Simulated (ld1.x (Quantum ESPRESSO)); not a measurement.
## An all-electron radial function and its pseudo partner (Co)

Columns: radius, all-electron u(r) and pseudo u(r) of the 3s shell (level -101.87 eV) of cobalt in the configuration [Ne] 3s2 3p6 3d7 4s2 4p0; LDA (PZ), scalar-relativistic, TM scheme, ld1.x (Quantum ESPRESSO) 7.5.

```json
{"r (bohr)": "0.090", "all-electron": "-0.1954", "pseudo": "0.1708"}
{"r (bohr)": "0.180", "all-electron": "-0.6766", "pseudo": "0.3465"}
{"r (bohr)": "0.270", "all-electron": "-0.2990", "pseudo": "0.5310"}
{"r (bohr)": "0.360", "all-electron": "0.3192", "pseudo": "0.7246"}
{"r (bohr)": "0.450", "all-electron": "0.8277", "pseudo": "0.9181"}
{"r (bohr)": "0.540", "all-electron": "1.1334", "pseudo": "1.0874"}
{"r (bohr)": "0.630", "all-electron": "1.2573", "pseudo": "1.1982"}
{"r (bohr)": "0.720", "all-electron": "1.2527", "pseudo": "1.2232"}
{"r (bohr)": "0.810", "all-electron": "1.1704", "pseudo": "1.1635"}
{"r (bohr)": "0.900", "all-electron": "1.0488", "pseudo": "1.0483"}
{"r (bohr)": "0.990", "all-electron": "0.9131", "pseudo": "0.9131"}
{"r (bohr)": "1.080", "all-electron": "0.7788", "pseudo": "0.7788"}
{"r (bohr)": "1.170", "all-electron": "0.6541", "pseudo": "0.6541"}
{"r (bohr)": "1.260", "all-electron": "0.5431", "pseudo": "0.5431"}
{"r (bohr)": "1.350", "all-electron": "0.4468", "pseudo": "0.4468"}
{"r (bohr)": "1.440", "all-electron": "0.3650", "pseudo": "0.3650"}
{"r (bohr)": "1.530", "all-electron": "0.2965", "pseudo": "0.2965"}
{"r (bohr)": "1.620", "all-electron": "0.2397", "pseudo": "0.2397"}
{"r (bohr)": "1.710", "all-electron": "0.1930", "pseudo": "0.1930"}
{"r (bohr)": "1.800", "all-electron": "0.1550", "pseudo": "0.1550"}
{"r (bohr)": "1.890", "all-electron": "0.1241", "pseudo": "0.1241"}
{"r (bohr)": "1.980", "all-electron": "0.0991", "pseudo": "0.0991"}
{"r (bohr)": "2.070", "all-electron": "0.0790", "pseudo": "0.0790"}
{"r (bohr)": "2.160", "all-electron": "0.0629", "pseudo": "0.0629"}
{"r (bohr)": "2.250", "all-electron": "0.0500", "pseudo": "0.0500"}
{"r (bohr)": "2.340", "all-electron": "0.0397", "pseudo": "0.0397"}
```

Q: How many radial nodes do the two functions have?

A: The all-electron 3s function has n − l − 1 = 2 (the table is too coarse to show those close to the nucleus); the pseudo-wave has 0, since the states of the same l below it are removed with the core.

Q: At about which radius was the pseudo-wave matched?

A: 1.00 bohr. The columns agree to 0.0005 from 0.90 bohr on; several derivatives are matched, so the curves merge somewhat inside the radius.

Q: Is the pseudo-wave norm-conserving?

A: Yes: the TM scheme keeps the norm inside the radius equal to the all-electron one, which fixes the energy derivative of the logarithmic derivative at the level.
